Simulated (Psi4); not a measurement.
H3BO2S, singlet, geometry from GFN2-xTB. Base run: CCSD(T)/def2-SVP in Psi4.

Input for Psi4:
```
memory 2 GB

molecule {
0 1
B    -0.35711622    0.23409380   -0.14503489
O    -1.52434652   -0.36581358   -0.45159981
H    -2.25687591    0.16960406   -0.75587755
O    -0.09673063    1.56159526   -0.22310111
H    -0.79214977    2.14822031   -0.52157474
S     0.99610353   -0.82598884    0.42577517
H     1.86556754    0.16127460    0.58783146
}

set {
  basis def2-svp
  freeze_core true
}

energy('ccsd(t)')
print_variables()
```

The base run was repeated with changes; each row names its change, and settings that it needs were set with it.

```
change                ΔE vs base (kcal/mol)  MP2 correlation (Eh)  basis functions  core-seconds (rough)
--------------------  ---------------------  --------------------  ---------------  --------------------
base                                  0.000              -0.58337               75                    30
method = mp3                          14.00              -0.58320               75                     6
method = dlpno-mp2                    28.22              -0.58314               75                     5
method = mp2                          28.18              -0.58320               75                     4
method = ccsd                          9.33              -0.58337               75                    20
method = fno-ccsd(t)                  0.000              -0.58337               75                    20
method = mp4                         -0.177              -0.58337               75                    20
method = qcisd(t)                    -0.335              -0.58337               75                    20
```
